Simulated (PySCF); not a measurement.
## Bond length, frequency and bond energy of CsPb by level of theory

State: ⁴Σ⁻ (quartet), unpaired electrons σ ↑, π ↑↑. Set-up: basis Cs def2-SVP with ECP46, Pb def2-SVP with ECP60; scalar-relativistic core potentials; PySCF 2.14. De refers to Cs + Pb in their high-spin ground configurations, without counterpoise correction. The functionals are run spin-unrestricted. A positive dipole means Cs(−)Pb(+). Levels whose curve was spin-contaminated or gave no clean fit are not listed.

```json
{"Level": "UHF", "Re (Å)": "3.775", "ωe (cm⁻¹)": "71.1", "De (eV)": "0.97", "μ (D)": "-13.00", "CPU s a point (SCF and correlation, without the integrals)": "0.16"}
{"Level": "UHF-MP2", "Re (Å)": "3.683", "ωe (cm⁻¹)": "76.3", "De (eV)": "1.22", "μ (D)": "n/a", "CPU s a point (SCF and correlation, without the integrals)": "0.32"}
{"Level": "UHF-SCS-MP2", "Re (Å)": "3.697", "ωe (cm⁻¹)": "75.5", "De (eV)": "1.10", "μ (D)": "n/a", "CPU s a point (SCF and correlation, without the integrals)": "n/a"}
{"Level": "UHF-CCSD", "Re (Å)": "3.694", "ωe (cm⁻¹)": "75.5", "De (eV)": "1.14", "μ (D)": "n/a", "CPU s a point (SCF and correlation, without the integrals)": "n/a"}
{"Level": "UHF-CCSD(T)", "Re (Å)": "3.690", "ωe (cm⁻¹)": "75.7", "De (eV)": "1.16", "μ (D)": "n/a", "CPU s a point (SCF and correlation, without the integrals)": "12"}
{"Level": "PBE", "Re (Å)": "3.644", "ωe (cm⁻¹)": "71.8", "De (eV)": "1.30", "μ (D)": "-9.19", "CPU s a point (SCF and correlation, without the integrals)": "0.75"}
{"Level": "BP86", "Re (Å)": "3.649", "ωe (cm⁻¹)": "71.7", "De (eV)": "1.29", "μ (D)": "-9.46", "CPU s a point (SCF and correlation, without the integrals)": "0.53"}
{"Level": "TPSS", "Re (Å)": "3.654", "ωe (cm⁻¹)": "71.9", "De (eV)": "1.39", "μ (D)": "-9.98", "CPU s a point (SCF and correlation, without the integrals)": "1.1"}
{"Level": "r²SCAN", "Re (Å)": "3.642", "ωe (cm⁻¹)": "74.7", "De (eV)": "1.47", "μ (D)": "-10.81", "CPU s a point (SCF and correlation, without the integrals)": "1.1"}
{"Level": "PBE0", "Re (Å)": "3.627", "ωe (cm⁻¹)": "74.8", "De (eV)": "1.30", "μ (D)": "-10.37", "CPU s a point (SCF and correlation, without the integrals)": "1.3"}
```

The bond length runs from 3.627 Å (PBE0) to 3.775 Å (UHF). De spans 0.97 eV (UHF, mean field) to 1.47 eV (r²SCAN, meta-GGA). Correlation at CCSD(T) changes the Hartree–Fock bond energy by +0.19 eV; the triples alone change it by +0.02 eV.

Correlated steps freeze 4 core orbitals. Correlated levels converge slowly with the basis: in double zeta they bind strong bonds too weakly, by up to about 1 eV, and carry superposition errors of some tenths. These are scalar-relativistic numbers at best; spin–orbit coupling would shift them, the dissociation energy most. The state is the lowest determinant that a PBE0 search found; another state may lie lower at other levels.

The whole job (state search and all levels along the bond) took about 4.6 min on 1 thread of Arm Neoverse N1 (shared host), peak memory 0.57 GiB.
